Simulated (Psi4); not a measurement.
HCl3OZr, charge -1, doublet, at the geometry of the source list (the multiplicity is a formal guess) (all electrons, no relativity) (a gas-phase anion, which may not be bound at this level).

Here is a job for Psi4.
```
memory 2 GB

molecule {
-1 2
  Zr    0.25720000   -0.08060000   -0.01270000
  Cl    2.11810000    0.96760000   -0.76260000
  Cl    0.94790000   -0.88680000    1.98810000
  Cl    0.23350000   -1.95650000   -1.27910000
  O    -1.32390000    0.82400000    0.01340000
  H    -2.23280000    1.13230000    0.05270000
}

set basis 3-21g
set reference uks
set scf_type pk

energy('pbe')
print_variables()
```

**Question.** Predict the number of basis functions from PBE/3-21G in Psi4.

**Answer.** 89

**Question.** Give the <S^2> at the level PBE/3-21G.

**Answer.** 0.751

A gas-phase anion may not be bound at this level; its values then depend on the basis.

These values belong to the state on which the SCF converged, which isn't shown to be the lowest.
